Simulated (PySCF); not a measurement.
**`CSC(F)=C=C=C=CF`, C₆H₄F₂S**

Geometry (Å), atoms numbered from 1 in this order:
```xyz
13

C    -2.3390    0.4536    0.4265
S    -2.6485    0.0644   -1.3036
C    -1.0226   -0.2895   -1.8371
F    -1.0140   -0.5865   -3.1330
C     0.0801   -0.2824   -1.1075
C     1.0997   -0.2423   -0.3372
C     2.1271   -0.2014    0.4305
C     3.1649   -0.2313    1.2384
F     3.9273    0.8286    1.4892
H    -1.9095   -0.4111    0.9510
H    -3.3179    0.6993    0.8593
H    -1.6672    1.3184    0.5168
H     3.5026   -1.1224    1.7804
```

Method used: TDDFT CAM-B3LYP/aug-cc-pVDZ circular dichroism and optical rotation, one conformer, gas phase in PySCF. Geometry: PBE0-D3(BJ)/def2-SVP.

No stereocentre is labelled: unless the shape is locked (an allene, a helicene, a hindered biaryl), the mirror image is equally populated and a measured rotation or CD is zero.

Q: Draw the ECD and absorption spectra from the lowest 12 states, each a Gaussian of half-width 0.2 eV at 1/e height.

A: 
| E (eV) | λ (nm) | Δε (L mol⁻¹ cm⁻¹) | ε (L mol⁻¹ cm⁻¹) |
| --- | --- | --- | --- |
| 2.62 | 474 | 0.00 | 0.0547 |
| 2.72 | 456 | +0.02 | 0.519 |
| 2.82 | 440 | +0.12 | 2.99 |
| 2.92 | 425 | +0.42 | 10.4 |
| 3.02 | 411 | +0.89 | 22.1 |
| 3.12 | 398 | +1.15 | 28.3 |
| 3.22 | 386 | +0.89 | 22.1 |
| 3.32 | 374 | +0.42 | 10.4 |
| 3.42 | 363 | +0.12 | 3.02 |
| 3.52 | 353 | -0.01 | 0.846 |
| 3.62 | 343 | -0.19 | 1.94 |
| 3.72 | 334 | -0.61 | 8.73 |
| 3.82 | 325 | -1.22 | 50.5 |
| 3.92 | 317 | -1.43 | 322 |
| 4.02 | 309 | -0.89 | 1490 |
| 4.12 | 301 | +0.08 | 4290 |
| 4.22 | 294 | +0.86 | 7530 |
| 4.32 | 287 | +1.03 | 8040 |
| 4.42 | 281 | +0.68 | 5200 |
| 4.52 | 275 | +0.27 | 2040 |
| 4.62 | 269 | +0.06 | 486 |
| 4.72 | 263 | +0.01 | 71.5 |
| 4.82 | 257 | +0.07 | 33.1 |
| 4.92 | 252 | +0.49 | 370 |
| 5.02 | 247 | +1.97 | 3110 |
| 5.12 | 242 | +3.16 | 16000 |
| 5.22 | 238 | -3.52 | 50200 |
| 5.32 | 233 | -21.59 | 95800 |
| 5.42 | 229 | -32.42 | 111000 |
| 5.52 | 225 | -19.17 | 79100 |
| 5.62 | 221 | +1.72 | 34600 |
| 5.72 | 217 | +9.23 | 9670 |
| 5.82 | 213 | +6.25 | 2000 |
| 5.92 | 210 | +3.53 | 676 |
| 6.02 | 206 | +4.61 | 888 |
| 6.12 | 203 | +7.92 | 2110 |
| 6.22 | 199 | +9.30 | 6040 |
| 6.32 | 196 | +5.53 | 15800 |
| 6.42 | 193 | -1.25 | 32300 |

Δε uses R in velocity form, ε uses f in length form. Only the states computed contribute, so the short-wavelength end is incomplete.
